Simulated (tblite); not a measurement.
C2H12SSi4.
Bonds: C1–C2 (double), C2–Si3, Si3–Si4, Si3–Si5, Si3–S6, S6–Si7. Hydrogens: H8, H9 on C1; H10 on C2; H11, H12, H13 on Si4; H14, H15, H16 on Si5; H17, H18, H19 on Si7.

Computed with GFN2-xTB (tblite), gas phase: L-BFGS steps from a force-field or distance-geometry start until the largest atomic force falls under 0.01 eV/Å.

Geometry at step 20:
```
atom  x, y, z in Å
C1     -1.5235   -2.1798   -1.6033
C2     -1.7148   -1.0830   -0.8872
Si3    -0.3962   -0.0842    0.0320
Si4    -1.1220    2.1205    0.3072
Si5     0.0984   -1.0964    2.0867
S6      1.3642   -0.1867   -1.2977
Si7     2.8374    0.9560   -0.2509
H8     -0.5383   -2.5756   -1.7673
H9     -2.3329   -2.7218   -2.0672
H10    -2.7312   -0.7323   -0.7644
H11    -0.1637    2.8802    1.1213
H12    -1.3983    2.9643   -0.8560
H13    -2.3633    2.0316    1.0788
H14     1.0518   -0.2777    2.8442
H15    -1.1511   -1.1229    2.8485
H16     0.6507   -2.4488    2.1112
H17     3.1096    0.3023    1.0247
H18     3.9961    0.9633   -1.1250
H19     2.3173    2.3002   -0.0189
```

**Question.** What forces act on the atoms?

**Answer.** 
```
atom  Fx (eV/Å)  Fy (eV/Å)  Fz (eV/Å)
  C1      0.028      0.022      0.015
  C2     -0.043     -0.017      0.006
 Si3      0.016      0.012      0.053
 Si4      0.025      0.035     -0.014
 Si5     -0.008      0.020     -0.004
  S6      0.151      0.096      0.094
 Si7     -0.065     -0.056     -0.069
  H8      0.124     -0.021     -0.023
  H9     -0.020      0.017     -0.023
 H10     -0.088      0.041      0.046
 H11     -0.032     -0.024      0.012
 H12     -0.003     -0.046     -0.053
 H13     -0.030      0.034      0.020
 H14     -0.016      0.034      0.023
 H15     -0.012     -0.013      0.047
 H16      0.000     -0.073     -0.065
 H17      0.004     -0.013     -0.012
 H18     -0.023     -0.030     -0.029
 H19     -0.007     -0.020     -0.023
```

The largest, 0.20 eV/Å, acts on S6; the rms over all components is 0.046 eV/Å. The forces sum to zero within rounding, as they must for an isolated molecule in no field.

**Question.** Give the force on S6 in Eh/bohr and in nN.

**Answer.** 0.202 eV/Å ÷ 51.422 = 0.00393 Eh/bohr, and 0.202 eV/Å × 1.602 = 0.32 nN.

**Question.** How far is this geometry from the end of the optimisation?

**Answer.** 0.067 eV above it, and 0.349 Å rms away after alignment. The bonds farthest from their final lengths, with half the difference of the two atoms' forces along the bond (positive lengthens):

| bond | now (Å) | final (Å) | force along bond (eV/Å) |
| --- | --- | --- | --- |
| S6–Si7 | 2.138 | 2.122 | -0.15 |
| Si3–S6 | 2.209 | 2.219 | +0.04 |
| Si3–Si5 | 2.343 | 2.340 | -0.03 |
| Si5–H16 | 1.461 | 1.464 | +0.04 |
| C1–H8 | 1.074 | 1.077 | +0.05 |
| C2–H10 | 1.082 | 1.085 | +0.03 |

The angle farthest from its final value is Si4–Si3–Si5, 111.7° against 119.8°.

Of the 2 listed bonds off by 0.010 Å or more, this force points towards the final length in 2.

The cost below is that of the whole relaxation. On one thread, Arm Neoverse N1 (aarch64), shared host with 64 logical CPUs at a one-minute load of 55, this took 2.3 s of wall time.
